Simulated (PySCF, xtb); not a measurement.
H₄SeSi. Atoms are numbered in the order given.

```xyz
6

Si     0.0043    -1.5074     0.0000
Se    -0.0420     0.7709     0.0000
H      0.6831    -2.0368     1.2089
H     -1.4216    -1.9140     0.0000
H      0.6831    -2.0368    -1.2089
H      1.4229     0.8800     0.0000
```

Geometry optimised at PBE0-D3(BJ)/def2-TZVP.

Method: IEF-PCM-M06-2X/def2-SVP (PySCF).

The values are the electrostatic part of the solvation free energy, E(continuum) − E(gas) at the gas-phase geometry, in a cavity of scaled van der Waals radii (PySCF's table); cavitation and dispersion terms are not included. In vacuum the orbital gap is 9.13 eV. The dipole moment in vacuum is 1.16 D.

Computed values in water (ε = 78.36), methanol (ε = 32.61), tetrahydrofuran (ε = 7.43):
| solvent | ε | ΔG(elec) (kcal/mol) | dipole (D) | gap (eV) |
|---|---|---|---|---|
| water | 78.36 | -1.9 | 1.60 | 9.29 |
| methanol | 32.61 | -1.9 | 1.58 | 9.29 |
| tetrahydrofuran | 7.43 | -1.6 | 1.51 | 9.26 |

For comparison, GFN2-xTB/ALPB(water) (xtb, at the GFN2-xTB geometry, all terms of that model) gives -2.5 kcal/mol.
